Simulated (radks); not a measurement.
All-electron atom: Os I in [Kr] 4d10 4f14 5s2 5p5 5d7 6s2 (not the ground configuration).

All-electron calculation, Dirac Kohn-Sham, PBE, spin-unpolarised, spherical densities, finite nucleus; open shells fill j = l - 1/2 first; Fermi nuclear charge, rms radius 5.4126 fm. Program: a radial shooting solver on a logarithmic mesh with Libxc functionals.

Energy parts (eV):
total: -470134.77
kinetic: 533385.41
electron-nucleus: -1177634.78
Hartree: 183384.72
exchange-correlation: -9270.12

Orbitals (lengths in bohr, moments of r in powers of bohr; r(90%) holds 90 % of the orbital's charge):
| orbital | occ. | eigenvalue (eV) | <r^4> | r(90%) | <r> | <1/r> | small-component weight |
|---|---|---|---|---|---|---|---|
| 1s1/2 | 2 | -73738.31 | 5.127e-07 | 0.0323 | 0.01774 | 90.41 | 8.26e-02 |
| 2s1/2 | 2 | -12835.51 | 0.00007587 | 0.116 | 0.07427 | 22.09 | 1.88e-02 |
| 2p1/2 | 2 | -12291.91 | 0.00004544 | 0.102 | 0.06130 | 22.06 | 1.89e-02 |
| 2p3/2 | 4 | -10760.72 | 0.00006779 | 0.113 | 0.06949 | 18.31 | 1.69e-02 |
| 3s1/2 | 2 | -2988.495 | 0.002784 | 0.284 | 0.1934 | 8.111 | 6.22e-03 |
| 3p1/2 | 2 | -2744.655 | 0.002444 | 0.276 | 0.1835 | 8.027 | 6.17e-03 |
| 3p3/2 | 4 | -2410.750 | 0.003286 | 0.297 | 0.1986 | 7.056 | 5.61e-03 |
| 3d3/2 | 4 | -2001.275 | 0.002210 | 0.270 | 0.1734 | 6.951 | 5.50e-03 |
| 3d5/2 | 6 | -1928.942 | 0.002417 | 0.276 | 0.1781 | 6.725 | 5.34e-03 |
| 4s1/2 | 2 | -632.4035 | 0.06434 | 0.620 | 0.4318 | 3.417 | 2.07e-03 |
| 4p1/2 | 2 | -529.9510 | 0.06963 | 0.634 | 0.4357 | 3.308 | 1.98e-03 |
| 4p3/2 | 4 | -451.5297 | 0.09334 | 0.682 | 0.4692 | 2.970 | 1.77e-03 |
| 4d3/2 | 4 | -283.1809 | 0.1165 | 0.722 | 0.4824 | 2.760 | 1.57e-03 |
| 4d5/2 | 6 | -268.6514 | 0.1276 | 0.739 | 0.4937 | 2.681 | 1.51e-03 |
| 4f5/2 | 6 | -55.5706 | 0.3072 | 0.899 | 0.5513 | 2.260 | 1.12e-03 |
| 4f7/2 | 8 | -52.7590 | 0.3276 | 0.913 | 0.5593 | 2.228 | 1.10e-03 |
| 5s1/2 | 2 | -92.8583 | 1.873 | 1.44 | 1.004 | 1.353 | 4.91e-04 |
| 5p1/2 | 2 | -61.1118 | 2.797 | 1.59 | 1.095 | 1.226 | 4.13e-04 |
| 5p3/2 | 3 | -48.7128 | 4.004 | 1.74 | 1.194 | 1.105 | 3.52e-04 |
| 5d3/2 | 4 | -7.5794 | 25.84 | 2.72 | 1.728 | 0.7671 | 1.75e-04 |
| 5d5/2 | 3 | -6.4732 | 31.92 | 2.86 | 1.806 | 0.7345 | 1.62e-04 |
| 6s1/2 | 2 | -6.2342 | 164.1 | 4.41 | 2.950 | 0.4327 | 5.71e-05 |

The highest occupied level is 6s1/2 at -6.234 eV. The density falls to 0.001 e/bohr^3 at r = 4.57 bohr.
